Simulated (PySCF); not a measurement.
# Polarisability and C₆ of Re⁺ (rhenium, charge +1)

[Xe] 4f14 5d5 6s1, high-spin 7S determinant. All numbers are calculated (PySCF 2.14, a scalar-relativistic core potential, in def2-TZVPPD with the def2 core potential (60 electrons)). Coupled (time-dependent) response in atomic units; α is the mean over directions.

```
 method  mean α (bohr³)  C₆ (like pair)  S(−4)
    UHF           36.22           300.1  615.5
    PBE           28.49           229.9  331.4
   PBE0           29.70           240.5  368.7
LC-wPBE           32.54           266.7  467.2
```

S(−4) is the Cauchy moment in α(ω) = α(0) + S(−4) ω² + …

α(iu) at PBE0:

| u (hartree) | α(iu) (bohr³) |
| --- | --- |
| 0 | 29.70 |
| 0.0500 | 28.81 |
| 0.100 | 26.52 |
| 0.200 | 20.70 |
| 0.300 | 15.96 |
| 0.500 | 10.50 |
| 0.750 | 7.242 |
| 1.00 | 5.416 |
| 1.50 | 3.384 |
| 2.00 | 2.304 |
| 3.00 | 1.250 |
| 5.00 | 0.5236 |

A single London oscillator, α(iu) = α/(1 + u²/ω²), gives C₆ = (3/4) ω α². Matching the computed C₆ needs ω = 4 × 240.5 / (3 × 29.70²) = 0.364 hartree.

For an ion, C₆ is the dispersion term alone; charge-induced terms of lower order in 1/R come first.

Energies and moments cover only the electrons outside the core potential. Spin-orbit coupling, which splits the p, d and f shells strongly at this Z, is absent.
